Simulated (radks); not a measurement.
Q: All-electron atom: Rh I in [Kr] 4d6 5s1 4f2 (not the ground configuration). All-electron calculation, scalar-relativistic Kohn-Sham, revPBE, spin-unpolarised, spherical densities, point nucleus. Program: a radial shooting solver on a logarithmic mesh with Libxc functionals. Some entries of the table are withheld. Estimate them.

orbital  occ.  eigenvalue (hartree)  <1/r> (bohr^-1)
1s          2             -847.4446            47.06
2s          2             -123.5058            10.65
2p          6                   (1)              (2)
3s          2                   (3)            3.712
3p          6             -18.49225            3.534
3d         10                   (4)            3.308
4s          2              -3.75141              (5)
4p          6              -2.55957            1.267
4d          6              -0.85837           0.9535
5s          1              -0.56036           0.4955
5p          0              -0.33293           0.4028
6s          0              -0.12568           0.1891
5d          0              -0.09465              (6)
4f          2              -0.02264           0.1106

A: 
(1) 2p eigenvalue (hartree): -110.7504
(2) 2p <1/r> (bohr^-1): 10.32
(3) 3s eigenvalue (hartree): -22.68497
(4) 3d eigenvalue (hartree): -11.79476
(5) 4s <1/r> (bohr^-1): 1.409
(6) 5d <1/r> (bohr^-1): 0.2179
